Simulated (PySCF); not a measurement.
## Working out the ionisation energy of Be⁺

Be⁺ [He] 2s1 (2S) → Be²⁺ 1s2 (1S). Computed with PySCF 2.14 in aug-cc-pCVTZ-DK, with scalar relativity by spin-free X2C-1e. Frozen: nothing. Energies in hartree (1 hartree = 27.21139 eV):

| part | Be⁺ (lower) | Be²⁺ (upper) |
| --- | --- | --- |
| UHF | -14.279771 | -13.613525 |
| MP2 opposite-spin | -0.038972 | -0.037613 |
| MP2 same-spin | -0.000770 | 0.000000 |

Task: What does Hartree-Fock give?

Result: (-13.613525) − (-14.279771) = 0.666246 hartree = 18.129 eV.

Task: What do MP2 and SCS-MP2 (6/5 opposite-spin, 1/3 same-spin) give?

Result: The opposite-spin parts differ by 0.037 eV and the same-spin parts by 0.021 eV. MP2: 18.129 + (0.037) + (0.021) = 18.187 eV. SCS-MP2: 18.129 + 1.2 × (0.037) + (0.021)/3 = 18.180 eV.

Measured between the centres of the two terms (NIST): 18.211 eV, so MP2 (valence and next inner shell) is off by -0.024 eV.

What remains against the reference includes basis incompleteness and correlation beyond second order.
